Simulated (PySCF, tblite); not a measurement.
Compound: C₅H₅ClF₄O₂.
Numbering: `[CH3:1][O:2][C@@H:3]([C@H:4]([F:5])[C:6](=[O:7])[Cl:8])[C:9]([F:10])([F:11])[F:12]` (hydrogens: H13, H14, H15 on C1; H16 on C3; H17 on C4)

The geometry is computed with GFN2-xTB (gas phase).

(1) Give the optimised bond lengths and angles.

Answers

(1) 
| bond | length (pm) |
| --- | --- |
| C1–O2 | 141.7 |
| O2–C3 | 139.3 |
| C3–C4 | 154.4 |
| C4–F5 | 135.8 |
| C4–C6 | 152.9 |
| C6=O7 | 118.8 |
| C6–Cl8 | 172.1 |
| C3–C9 | 154.8 |
| C9–F10, C9–F12 | 134.2 |
| C9–F11 | 132.6 |
| C1–H13, C1–H14, C1–H15 | 109.1 |
| C3–H16 | 110.4 |
| C4–H17 | 109.9 |

Bonds in one row agree within 1 pm and their mean is given. A selection of angles:
| angle | degrees |
| --- | --- |
| O2–C1–H13 | 105.2 |
| O2–C1–H14 | 110.7 |
| H13–C1–H14 | 109.8 |
| C1–O2–C3 | 115.7 |
| O2–C3–C4 | 107.5 |
| O2–C3–C9 | 112.4 |
| O2–C3–H16 | 111.7 |
| C4–C3–C9 | 110.2 |
| C4–C3–H16 | 108.2 |
| C9–C3–H16 | 106.7 |
| C3–C4–F5 | 110.7 |
| C3–C4–C6 | 107.0 |
| C3–C4–H17 | 110.4 |
| F5–C4–C6 | 112.1 |
| F5–C4–H17 | 107.4 |
| C6–C4–H17 | 109.3 |
| C4–C6–O7 | 123.1 |
| C4–C6–Cl8 | 113.9 |
| O7–C6–Cl8 | 123.0 |
| C3–C9–F10 | 111.2 |
| C3–C9–F11 | 113.3 |
| F10–C9–F11 | 107.9 |
| F10–C9–F12 | 106.0 |

Dihedral angles: C1–O2–C3–C4 165° (antiperiplanar); O2–C3–C4–F5 69° (synclinal); C3–C4–C6–O7 -62° (synclinal); O2–C3–C9–F10 -163° (antiperiplanar).

The 4 C–F bonds span 1.326 Å (C9–F11, drawn single) to 1.358 Å (C4–F5, drawn single), a spread of 0.032 Å. Of the pairs four or more bonds apart, F12···H15 is among the closest relative to their van der Waals radii: 2.50 Å, 94 % of the sum of Bondi's values. The 3 C–O bonds span 1.188 Å (C6=O7, drawn double) to 1.417 Å (C1–O2, drawn single), a spread of 0.229 Å.

Point group: C1 (no symmetry element, even within 0.4 Å). Its GFN2-xTB frequencies are all real (lowest 24 cm⁻¹). One conformer, not necessarily the lowest.
